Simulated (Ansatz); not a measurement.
A nudged elastic band was laid between two geometries of C₂H₆GeO (10 atoms, charge 0, multiplicity 1).

All numbers below come from Ansatz 0.2.0, RKS revPBE-D4/def2-SVP.

- movable images: 5
- climbing image: yes
- spring: 5.0 eV/Å²
- optimiser: quadratic models (default)
- start path: through a guess of the saddle point
- force threshold: 0.03 eV/Å
- iteration limit: 60
- end points: relaxed

Image 0:

```xyz
10
Properties=species:S:1:pos:R:3
Ge 0.006 1.479 0.149
C -0.576 -0.405 0.005
C 0.392 -1.492 -0.279
O -0.084 -1.274 1.051
H -0.342 2.256 -1.151
H -0.709 2.148 1.354
H 1.541 1.488 0.379
H -1.635 -0.585 -0.275
H 1.457 -1.249 -0.460
H 0.034 -2.418 -0.770
```

Image 6:

```xyz
10
Properties=species:S:1:pos:R:3
Ge 0.073 1.482 0.070
C -0.404 -0.363 -0.454
C 0.279 -1.533 0.149
O -1.023 -1.146 0.593
H -1.223 2.314 0.257
H 0.847 1.410 1.412
H 0.959 2.151 -1.019
H -0.858 -0.505 -1.457
H 1.104 -1.379 0.872
H 0.329 -2.482 -0.421
```

(1) Which bonds break or form, and what moves?

(2) What energy profile does the band end with?

(3) What is the geometry of the highest image?

(4) What are the harmonic wavenumbers there?

The band took 6 iterations and of the order of 120 core-seconds.

Answers

(1) No bond is made or broken. The dihedral H5–Ge1–C2–C3 goes from 102 to -137°. The two ends are copies of one structure, up to a mirror image or an exchange of like atoms.

(2) It converged. The highest image is number 3 of 0 to 6, 0.061 eV above the ends, which have the same energy within 2 meV. A vibrational analysis at the climbing image gives one clearly imaginary mode, 116i cm⁻¹: a first-order saddle point.

| image | path coordinate (Å) | energy (eV) | dihedral H5–Ge1–C2–C3 (°) |
| --- | --- | --- | --- |
| 0 | 0.00 | 0.000 | 102 |
| 1 | 0.66 | 0.015 | 122 |
| 2 | 1.31 | 0.047 | 142 |
| 3 | 1.97 | 0.061 | 161 |
| 4 | 2.63 | 0.045 | -179 |
| 5 | 3.30 | 0.015 | -158 |
| 6 | 3.96 | 0.000 | -137 |

(3) 
```xyz
10
Properties=species:S:1:pos:R:3
Ge 0.040 1.489 0.090
C -0.542 -0.383 -0.234
C 0.373 -1.533 -0.026
O -0.644 -1.233 0.929
H -0.919 2.470 -0.641
H 0.016 1.764 1.615
H 1.482 1.707 -0.448
H -1.364 -0.520 -0.966
H 1.417 -1.353 0.300
H 0.225 -2.459 -0.616
```

(4) 116i, 224, 245, 471, 550, 606, 796, 831, 851, 855, 892, 934, 1038, 1101, 1125, 1231, 1309, 1468, 2067, 2080, 2099, 2992, 3010, 3082 cm⁻¹.

The run took 62 s on 2 threads of Arm Neoverse V1, on a shared host, peak memory 0.14 GiB.
